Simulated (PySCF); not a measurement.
Excited states of Zn (zinc, neutral)

Ground state [Ar] 3d10 4s2, ¹S. All numbers are calculated (PySCF 2.14, scalar relativity through the core potential, in aug-cc-pVDZ-PP with one added diffuse shell each of s, p, d, f type with ECP10MDF (6s6p5d3f, 70 functions)). Vertical excitation energies in eV without spin-orbit coupling; excited terms of each kind are numbered among those the solver found. Frozen: 3s2 3p6.

```tsv
term	leading excitation	EOM-EE-CCSD	measured centre of gravity (NIST)
1 3P°	4s → p	3.922	4.054 (4s4p)
1 1P°	4s → p	5.795	5.796 (4s4p)
1 3S	4s → s	6.614	6.655 (4s5s)
1 1S	4s → s	6.855	6.917 (4s5s)
2 3P°	4s → p	7.534	n/a
2 1P°	4s → p	7.751	n/a
2 3S	4s → s	8.103	n/a
1 1D	4s → d	8.103	7.744 (4s4d)
1 3D	4s → d	8.205	7.783 (4s4d)
2 1S	4s → s	8.218	n/a
```

Only the lower part of the computed list is shown. Doubly excited terms such as np² are absent. The solver can miss terms. Rydberg members are limited by the diffuse functions of the basis.
